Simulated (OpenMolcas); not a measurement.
**Cl2+: from RASSCF to RASPT2**

- Program: OpenMolcas 26.06
- Basis: ANO-RCC-VTZP [5s4p2d1f]
- Scalar Hamiltonian: DKH2, point nucleus
- Active space: 5 electrons in 9 orbitals (RAS2 3s 3p; RAS3 3d, at most 2 electrons)
- State averaging: 2S+1 = 4 odd, 1 root; 2S+1 = 2 odd, 11 roots; 2S+1 = 4 even, 3 roots; 2S+1 = 2 even, 9 roots
- Spin-orbit coupling: state interaction with AMFI integrals over the reference wave functions, term energies averaged over their components

Methods on the same reference wave functions:
A. RASSCF
B. SS-RASPT2, IPEA 0.25 Eh, imaginary shift 0.1 Eh (closed shells correlated: 2s 2p)
C. MS-RASPT2, IPEA 0.25 Eh, imaginary shift 0.1 Eh (closed shells correlated: 2s 2p)
D. XMS-RASPT2, IPEA 0.25 Eh, imaginary shift 0.1 Eh (closed shells correlated: 2s 2p)

Energies in cm-1 above 3s2 3p3 4S* 3/2, the measured ground level; measured values from Moore, Atomic Energy Levels, vol. I, NSRDS-NBS 35 (1971 reprint of NBS Circular 467, 1949).

```tsv
Level	A	B	C	D	Measured
3s2 3p3 4S* 3/2	0.0	0.0	0.0	0.0	0.0
3s2 3p3 2D* 3/2	21883	18860	18860	18720	18053
3s2 3p3 2D* 5/2	21934	18910	18910	18770	18120
3s2 3p3 2P* 1/2	34011	31000	30940	31040	29812
3s2 3p3 2P* 3/2	34059	31050	31000	31090	29907
3s 3p4 4P 5/2	98951	98890	98890	98680	98520
3s 3p4 4P 3/2	99513	99450	99450	99240	99130
3s 3p4 4P 1/2	99839	99780	99780	99570	99475
3s 3p4 2D 3/2	127758	125220	125220	124960	
3s 3p4 2D 5/2	127775	125240	125240	124980
```

Deviations, from unrounded energies. A percentage is the sum of absolute deviations over the sum of measured energies, with the sign that they share, or ± where signs differ.

```csv
Against measurement,Levels,A,B,C,D
mean absolute deviation (cm-1),7,2500,700,690,590
other terms of the ground configuration (%),4,+16.7,+4.1,+4.0,+3.9
other configurations (%),3,+0.4,+0.3,+0.3,+0.1
```

D lies closest to measurement on these levels and A furthest from it. The largest miss of D in the table is 3s2 3p3 2P* 1/2, by +1200 cm-1. The ranking rests on the paired levels alone, and a cruder setting can come out closer through cancelling errors.

Among B to D the level of the table that moves most is 3s 3p4 2D 5/2, by 250 cm-1 (lowest in D, highest in C). Moves below CASPT2's spread within the term are not significant.

The mean deviations of B to D differ by less than CASPT2's widest spread within a term (170 cm-1), so their order carries little weight.

From A to B the spin-free energies of the other terms of 3s2 3p3 shown, above 4S*, scale by factors of 0.86 to 0.91.

The lowest spin-free term lies below A's lowest term by 0.045 hartree in B, 0.045 hartree in C, 0.045 hartree in D.

Term energies are means over components that CASPT2 splits; among the terms shown or strongly mixed into the levels shown the widest spread is 170 cm-1 (3s 3p4 2D, C). The run also gave levels led by 3s2 3p2 3d, which use shells meant for correlation; these and all levels above them are left out. Some terms mix strongly with configurations of 3d, whose occupation reaches 0.30 (3s 3p4 4P, 3s 3p4 2D). Computed and measured levels are paired by configuration, term and J; levels that our copy of the source lacks, or whose pairing is in doubt (as where it misses far off the trend of its configuration), stay unpaired and out of the deviations. Only configurations of the active space appear. The table leaves out levels that lie high or whose names do not pair safely across all columns.

* marks odd parity.
